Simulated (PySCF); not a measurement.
Si(GeH3)2(H)2 (Ge2H8Si), SMILES [GeH3][SiH2][GeH3]. Geometry optimised at PBE-D3(BJ)/def2-SVP.

Computed equilibrium geometry at PBE-D3(BJ)/def2-SVP (PySCF confirms it by a frequency run) as Cartesian coordinates in Å, and its point group:
point group C2v.
```xyz
11

Si     0.0000     0.0000    -1.1120
Ge     1.9671     0.0000     0.2522
Ge    -1.9671     0.0000     0.2522
H      0.0000     1.2200    -1.9970
H      0.0000    -1.2200    -1.9970
H      1.9868    -1.2571     1.1620
H      1.9868     1.2571     1.1620
H      3.2557     0.0000    -0.6130
H     -3.2557     0.0000    -0.6130
H     -1.9868    -1.2571     1.1620
H     -1.9868     1.2571     1.1620
```
Charge 0, spin multiplicity 1.
